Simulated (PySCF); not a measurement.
C₂BrCl₂F, SMILES F/C(Cl)=C(/Cl)Br. Geometry: PBE0-D3(BJ)/def2-SVP. The structure was generated by enumeration; whether it is a known compound was not checked.

All values below come from PBE0-D3(BJ)/def2-SVP in PySCF.

Harmonic wavenumbers (cm⁻¹): 112, 160, 218, 295, 311, 414, 523, 567, 827, 988, 1253, 1733. Rotational constants (GHz): 2.295, 0.9575, 0.6757; symmetry number 1.

### Question
Work out the zero-point energy and the ideal-gas rigid-rotor harmonic-oscillator thermochemistry at 298.15 K and 1 atm.

### Answer
ZPE = ½ Σ hcν = ½ × 7400 cm⁻¹ = 10.58 kcal/mol. H − E(el) = 15.15 kcal/mol. Entropy in cal/(mol K): translation 41.69, rotation 29.76, vibration 12.92, total 84.37. G − E(el) = -10.00 kcal/mol. Cp = 21.88 cal/(mol K). Modes under 150 cm⁻¹ make the vibrational entropy uncertain.
